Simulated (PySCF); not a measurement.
C2H2N, SMILES N#C[CH2], multiplicity 2. Atoms are numbered in the order given.

```xyz
5

C      0.0000     0.0000     1.1886
C      0.0000     0.0000    -0.1876
N      0.0000     0.0000    -1.3523
H      0.0000     0.9360     1.7298
H      0.0000    -0.9360     1.7298
```
Charge 0, spin multiplicity 2.

Coordinates come from a PBE0-D3(BJ)/def2-TZVP optimisation. The isomer is the one that the SMILES or the coordinates give; other isomers of the formula were not compared.

Computed with PySCF with PBE/pcH-1.

Unrestricted Kohn–Sham, ⟨S²⟩ = 0.759. Hyperfine tensors hold the contact and dipolar terms, without spin-orbit corrections.

Computed hyperfine couplings:
```json
[
 {"nucleus": "13C no. 1", "A(iso) (MHz)": "60.2", "A(iso) (G)": "21.5", "dipolar principal values (MHz)": "-66.8, -66.6, 133.4"},
 {"nucleus": "13C no. 2", "A(iso) (MHz)": "-52.8", "A(iso) (G)": "-18.8", "dipolar principal values (MHz)": "-15.2, -3.7, 18.8"},
 {"nucleus": "14N no. 3", "A(iso) (MHz)": "5.1", "A(iso) (G)": "1.8", "dipolar principal values (MHz)": "-18.4, -14.8, 33.2"},
 {"nucleus": "1H no. 4", "A(iso) (MHz)": "-54.3", "A(iso) (G)": "-19.4", "dipolar principal values (MHz)": "-30.5, -1.4, 31.9"},
 {"nucleus": "1H no. 5", "A(iso) (MHz)": "-54.3", "A(iso) (G)": "-19.4", "dipolar principal values (MHz)": "-30.5, -1.4, 31.9"}
]
```

Problem. And the g tensor (effective nuclear charges for spin-orbit coupling, GIAO)? (An estimate is asked for; the answer gives what the named calculation found.)

Solution. principal values 2.0023, 2.0037, 2.0037; isotropic 2.0032.
